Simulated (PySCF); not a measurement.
Run record: geometry optimisation, `BP[SiH2]O[SiH3]`.

Method: PBE0-D3(BJ)/def2-SVP geometry optimisation, gas phase (PySCF 2.14.0). Start geometry: GFN2-xTB. The input is one job of a driver script: a line of settings, then coordinates in Å.

Input:
```
{"job": {"xc": "PBE0", "basis": "def2-SVP", "d3": "d3bj", "grid": 1, "kind": "geom"}, "charge": 0, "multiplicity": 1}
B      3.094365     0.340473    -0.027259
P      1.362573     0.771394     0.347338
Si     0.145473    -0.854783    -0.560931
O     -1.394835    -0.377412    -0.596607
Si    -2.807120     0.164679    -0.000832
H      3.841016     1.136301    -0.444749
H      3.474312    -0.723233     0.281601
H      1.093436     1.840283    -0.485181
H      0.426841    -1.159382    -1.965565
H      0.265862    -2.024713     0.309098
H     -3.522896     0.621945    -1.188431
H     -2.534819     1.242993     0.945585
H     -3.448596    -0.978058     0.645709
```

Output:
```
step   0  E = -1024.41166540  max force = 0.017565
step   1  E = -1024.42024708  max force = 0.003434
step   2  E = -1024.42062123  max force = 0.001396
step   3  E = -1024.42084700  max force = 0.001745
step   4  E = -1024.42125922  max force = 0.002298
step   5  E = -1024.42154888  max force = 0.002619
step   6  E = -1024.42179976  max force = 0.001341
step   7  E = -1024.42205812  max force = 0.000710
step   8  E = -1024.42210867  max force = 0.000662
step   9  E = -1024.42215248  max force = 0.000520
step  10  E = -1024.42216107  max force = 0.000290
optimisation converged
```

Energies in Eh; «max force» is the largest Cartesian gradient component in Eh/bohr.

Problem. How much energy does the optimisation release, in kcal/mol?

Solution. E(step 0) − E(last step) = 0.010496 Eh, which is 6.6 kcal/mol.

Problem. Give the first gradient maximum in eV/Å.

Solution. With 1 Eh/bohr = 51.422 eV/Å, 0.903 eV/Å.

In short: final energy -1024.42216 Eh after 10 steps; dipole 0.66 D.

Problem. How long does this job take on one thread of an AMD EPYC 9R45, no GPU, on a shared host? And the peak memory of the process?

Solution. About 24 s, with 0.61 GiB resident at the peak, the Python interpreter and its libraries included.
Labels such as C1 count atoms from 1, the log's own numbers from 0.
